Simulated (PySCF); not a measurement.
**Steps of a relaxation of Y2S3**

Y2S3 (singlet). PySCF 2.14.0, RKS PBE0, Y def2-SVP with ECP28, S def2-SVP; non-relativistic Hamiltonian with scalar-relativistic core potentials where named; density fitting; no spin-orbit coupling. Origin of the start: template. Columns: position (Å) and force (eV/Å). Energies are counted from the last step; some of the 8 steps are shown. Forces carry noise of the integration grid, about 0.01 to 0.03 eV/Å.

Run from Python with OMP_NUM_THREADS=2. Where DIIS fails, smearing, a level shift and second-order steps follow.
It took 34 s on 2 threads of AMD EPYC 9B14 (Zen 4) (shared host), from the converged density of the start.

```xyz
5
step 0  E = 1.285 eV
Y     0.0000    0.0000    1.6374    -0.02    0.00    0.10
Y     0.0000    0.0000   -1.6374    -0.02    0.00   -0.10
S     1.7656    0.0000    0.0000     3.39    0.00    0.00
S    -0.8828    1.5290    0.0000    -1.68    2.97    0.00
S    -0.8828   -1.5290    0.0000    -1.68   -2.97    0.00
```

```xyz
5
step 2  E = 0.084 eV
Y     0.0000    0.0000    1.5580    -0.01    0.00   -0.76
Y     0.0000    0.0000   -1.5580    -0.01    0.00    0.76
S     1.9715    0.0000    0.0000     0.43    0.00    0.00
S    -0.9858    1.7074    0.0000    -0.21    0.39    0.00
S    -0.9857   -1.7074    0.0000    -0.21   -0.39    0.00
```

```xyz
5
step 5  E = 0.001 eV
Y     0.0000    0.0000    1.5004     0.00    0.00   -0.07
Y     0.0000    0.0000   -1.5004     0.00    0.00    0.07
S     2.0344    0.0000    0.0000    -0.07    0.00    0.00
S    -1.0172    1.7619    0.0000     0.04   -0.06    0.00
S    -1.0172   -1.7619    0.0000     0.04    0.06    0.00
```

**Question.** Where does the relaxation end?

**Answer.** It converges at step 7 in D3h:
```xyz
5
step 7  E = 0
Y     0.0000    0.0000    1.4993
Y     0.0000    0.0000   -1.4993
S     2.0303    0.0000    0.0000
S    -1.0152    1.7583    0.0000
S    -1.0151   -1.7583    0.0000
```

**Question.** How did the contacts change?

**Answer.** 
```csv
contact,start (Å),end (Å)
Y1–S3 (S),2.408,2.524
Y1–S4 (S),2.408,2.524
Y1–S5 (S),2.408,2.524
```
